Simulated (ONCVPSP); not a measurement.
**Plane-wave convergence, ONCV potential for Zn**

* Element: zinc (Zn)
* Generator: ONCVPSP 4.0.1
* Type: optimised norm-conserving Vanderbilt (ONCV)
* Functional: PBE
* Relativity: scalar-relativistic
* Frozen core: [Ne]
* Valence charge: 20
* Reference configuration: 3s2 3p6 3d10 4s2
* Partial waves: 3s+4s: rc 1.10 bohr, ncon 4, nbas 8, qcut 11.4 1/bohr, 3 projectors, debl 3 Ha; 3p: rc 1.05 bohr, ncon 4, nbas 7, qcut 13.3 1/bohr, 2 projectors, debl 2 Ha; 3d: rc 1.50 bohr, ncon 4, nbas 8, qcut 9 1/bohr, 3 projectors, debl 2.8 Ha
* Local potential: polynomial inside 0.90 bohr (lpopt 5, dvloc0 0 Ha)
* Core correction: none

In the p channel the program set the typed energies aside and used -3.065, 0.250 Ha.

For each optimised wave give the share of its norm inside rc, the residual kinetic energy above qcut (Ha) and the cutoffs (Ha) for errors of 10, 1, 0.1 and 0.01 mHa per electron.

| wave | norm inside rc | residual KE | 10 mHa | 1 mHa | 0.1 mHa | 0.01 mHa |
| --- | --- | --- | --- | --- | --- | --- |
| 3s | 0.935 | 2.5e-06 | 34.0 | 45.6 | 54.0 | 61.0 |
| 4s | 0.032 | 1.5e-06 | 11.7 | 38.3 | 50.0 | 58.5 |
| s projector 3 | 0.038 | 4.9e-06 | 24.2 | 42.6 | 54.0 | 62.8 |
| 3p | 0.878 | 9.7e-08 | 41.0 | 52.8 | 63.1 | 72.5 |
| p projector 2 | 0.038 | 2.9e-08 | 29.4 | 41.7 | 52.7 | 61.9 |
| 3d | 0.876 | 4.6e-04 | 33.1 | 38.6 | 92.4 | 128.4 |
| d projector 2 | 0.126 | 1.8e-03 | 35.0 | 44.4 | 124.1 | 142.8 |
| d projector 3 | 0.135 | 9.4e-03 | 40.2 | 61.1 | 101.7 | 143.6 |

The occupied waves need 53 Ha and 92 Ha for 1 and 0.1 mHa. Its largest configuration-test error is +629 meV.
